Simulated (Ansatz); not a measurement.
`C[SiH](Cl)N=C=O` → `C[Si]Cl` + `N=C=O` at 600 K and 1 bar (silylene formation by 1,1-elimination).

Gas-phase electronic energies from Ansatz, PBE0-D4/def2-TZVP geometries. CCSD(T)/CBS is the MP2 limit (def2-TZVPP, def2-QZVPP) plus CCSD(T) − MP2 in def2-TZVPP, frozen cores. This one scheme is used for every species. One conformer a species, not always the lowest.

| species | CCSD(T)/CBS energy (Eh) | H − E (kJ/mol) | S (J/(mol·K)) |
| --- | --- | --- | --- |
| `C[SiH](Cl)N=C=O` | -957.35236 | 226.4 | 474.4 |
| `C[Si]Cl` | -788.72093 | 135.5 | 352.4 |
| `N=C=O` | -168.51995 | 83.3 | 274.5 |

H − E and S are ideal-gas, rigid-rotor, harmonic terms from PBE0-D4/def2-TZVP, for one conformer and one mirror image of each species. 1 Eh = 2625.50 kJ/mol, R = 8.31446 J/(mol·K).

Task: By hand: ΔE, ΔH, ΔS and ΔG.

Result: ΔE = (-788.72093) + (-168.51995) − (-957.35236) = 0.11148 Eh = 292.7 kJ/mol. Δ(H − E) = 135.5 + 83.3 − 226.4 = -7.6, so ΔH = 285.1 kJ/mol. ΔS = 352.4 + 274.5 − 474.4 = 152.5 J/(mol·K). ΔG = 285.1 − 600 × (152.5)/1000 = 193.6 kJ/mol.

Task: By hand: the equilibrium constant, and the temperature at which ΔG would vanish if ΔH and ΔS stayed fixed.

Result: log₁₀ K = −ΔG/(RT ln 10) = -16.9. ΔG = 0 at ΔH/ΔS = 1870 K.

The number of gas molecules changes by +1, which sets the sign of ΔS. A doubt of 5 kJ/mol in ΔE shifts log₁₀ K by 0.4 here. Other conformers and mirror images would add mixing entropy, several J/(mol·K) or more a flexible species. Modes under 60 cm⁻¹, often nearly free rotors, make the harmonic entropy too high. These are equilibria of isolated gas molecules and say nothing of rates. Largest T1 diagnostic: 0.018 (customary marks: 0.02 for closed shells, 0.045 for open ones).
